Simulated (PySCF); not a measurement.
# Relaxation of singlet WOBr₂

Computed with B3LYP/[W def2-SVP with ECP60, O def2-SVP, Br def2-SVP], scalar-relativistic core potentials, density fitting, no spin–orbit coupling, PySCF. A (50,194) grid was used.

A hand-made trigonal pyramidal start, of Cs symmetry, held to at least that symmetry:

```xyz
4
charge 0 multiplicity 1, angstrom
W    -0.2095   -0.3628   -0.5570
O    -0.9909   -1.7162    0.2740
Br    2.0067   -0.3628    0.6214
Br   -1.3176    1.5565    0.6214
```

What does it relax to?

It ends at C2v with W–Br 2.402 Å (×2), W–O 1.680 Å; Br–W–Br 132.7°, Br–W–O 113.6° (×2). No frequency check is given, so it may be a saddle point. Other isomers or separated fragments may lie lower.

How much energy is released, and in how many steps?

140.1 kJ/mol in 11 steps.

Stability towards spin polarisation was not tested. No spin–orbit coupling is included, which matters more the heavier the element.

The relaxation took about 2.4 core-minutes on a shared host.
